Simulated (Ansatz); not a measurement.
Pulling on the Ga1–H2 bond in BrGaH2 (SMILES [GaH2][Br]) (multiplicity 1 held, fragments rigid). Energies count from the point at 1.557 Å.
Geometry at that point (charge 0, multiplicity 1):
```tsv
atom	x (Å)	y (Å)	z (Å)
Ga	-0.6273	-0.9764	0.1564
H	-0.0705	-1.9594	1.2286
H	-1.8960	-1.1018	-0.7382
Br	0.6118	0.9523	-0.1525
```

U- levels take the lowest unrestricted solution at each point, which mixes spins at long bonds. Active spaces are followed from a long bond inwards. Curves can end on different states.

Cores are frozen in the correlated methods. Filled d and f shells under p-block atoms count as core.

Run with Ansatz (Gaussian basis) for Hartree–Fock, density functionals and correlated methods. Values without a source in brackets are computed.

### Question
What is the computed energy at R = 4.984 Å (U-r2SCAN/cc-pVTZ)?

### Answer
3.42 eV

### Question
Estimate the energy at R = 4.984 Å that FIC-MRCISD+Q on CASSCF(2,2)/cc-pVTZ returns for this input.

### Answer
3.54 eV

### Question
Estimate the energy at R = 4.984 Å that U-HF/cc-pVTZ returns for this input.

### Answer
2.73 eV

Doubts at one or more of the structures used: a spin-contaminated determinant (U-HF/cc-pVTZ, U-r2SCAN/cc-pVTZ).

Ansatz is a first-principles code.
